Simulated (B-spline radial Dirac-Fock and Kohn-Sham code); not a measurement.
Calculated with a B-spline atomic structure program, using the Dirac equation of a negative muon with reduced mass in the field of a spherical finite nucleus, with the Uehling potential to all orders; nuclear polarisation, deformation, hyperfine structure, self-energy, higher-order vacuum polarisation, relativistic recoil and electron screening are left out. The nuclear charge is a Fermi distribution (skin thickness 2.3 fm).

Question: A muonic atom of atomic mass 137.91 u emits these computed lines: 2p3/2 → 1s1/2 4085 keV, 3d5/2 → 2p3/2 1270 keV, 4f7/2 → 3d5/2 449.7 keV, 5g9/2 → 4f7/2 207.2 keV. Which element is it, and what rms charge radius was used?

Answer: Lanthanum (Z = 57, nuclide ¹³⁸La); the high transitions hardly feel the nucleus and fix Z. The 2p → 1s line lies 3173 keV below the value for a point nucleus without QED, which for this nuclear model gives a radius near 4.85 fm (4.8473 fm was used).
